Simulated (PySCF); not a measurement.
## Spinor energies of Bi⁵⁶⁺ (bismuth, charge +56)

Start: [Ar] 3d9; 3d3/2 filled at m_j = -3/2, -1/2, +1/2, +3/2; 3d5/2 filled at m_j = -3/2, -1/2, +1/2, +3/2, +5/2. Calculated with PySCF 2.14 in an uncontracted even-tempered set (15 s from 16 bohr⁻², ratio 2.8; 13 p from 21 bohr⁻², ratio 2.8; 8 d from 21 bohr⁻², ratio 2.8; 3 f from 77 bohr⁻², ratio 3): generalised Hartree-Fock with the X2C-1e Hamiltonian and a Gaussian nucleus; one run each with spin-orbit coupling (SO) switched off, then screened by Boettger's factors.

```tsv
spinor shell	electrons	ε, spin-free (eV)	ε, screened SO (eV)	weight of nominal j (screened SO)	rms radius, screened SO (bohr)
1s1/2	2	-94458.0	-94417.3	1.000	0.0178
2s1/2	2	-19839.7	-19826.8	1.000	0.0716
2p1/2	2	-17482.7	-19178.0	1.000	0.0604
3s1/2	2	-7154.7	-7151.0	1.000	0.179
3p1/2	2	-6460.7	-6871.0	1.000	0.171
3p3/2	4	-6460.7	-6300.4	1.000	0.187
3d3/2	4	-5803.0	-5875.0	0.998	0.161
3d5/2	5	-5803.0	-5753.0	0.999	0.165
```

Task: Where does 2p3/2 lie, and what is the 2p spin-orbit splitting (screened SO)?

Result: At -16834.8 eV, 2343.2 eV above 2p1/2.

```csv
quantity,spin-free,screened SO
E (hartree),-18889.29241,-18930.57575
M_J,5/2,5/2
⟨J²⟩,8.750,8.750
⟨L²⟩,6.000,6.103
⟨S²⟩,0.750,0.853
```

Each row is a mean over spinors that exchange with the open shell spreads, by up to 30.818 eV (3p3/2).

Breit and QED terms are absent; they matter most for the inner s and p1/2 levels.

Densities and radii are taken from the X2C orbitals without a picture-change correction, which distorts them close to the nucleus.

Without spin-orbit coupling the j labels of p, d and f shells carry no meaning; the spin-free column gives the mean over the occupied spinors of each nl shell.
